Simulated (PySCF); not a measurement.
Correlation energy of Pr³⁸⁺ (praseodymium, charge +38)

Starting occupation: [Ar] 3d3, 3d3/2 with m_j = -1/2, +1/2, +3/2. All numbers are calculated (PySCF 2.14, X2C-1e with screened-nucleus spin-orbit coupling, Gaussian nucleus, in an uncontracted even-tempered set (16 s from 7.7 bohr⁻², ratio 2.8; 12 p from 10 bohr⁻², ratio 2.8; 8 d from 10 bohr⁻², ratio 2.8; 3 f from 32 bohr⁻², ratio 3)). Frozen: [Ne]; 11 electrons correlated; the 74 highest virtual spinors left out.

MP2 pair energies summed by pair of shells (mhartree):

```tsv
pair	energy	share (%)
3p-3p	-217.25	46.8
3d-3p	-131.59	28.4
3p-3s	-43.94	9.5
3d-3d	-38.31	8.3
3d-3s	-21.93	4.7
3s-3s	-10.76	2.3
```

Total MP2 correlation energy: -463.78 mhartree.

The GHF reference relaxed away from the jj start to a determinant that is no pure jj level (⟨S²⟩ = 2.27, ⟨J²⟩ = 3.89); the energies belong to that determinant.

At this charge the one-electron X2C treatment keeps the bare 1/r₁₂, with no two-electron picture change or Breit term. The effect here is smaller than on the frozen 1s shell.
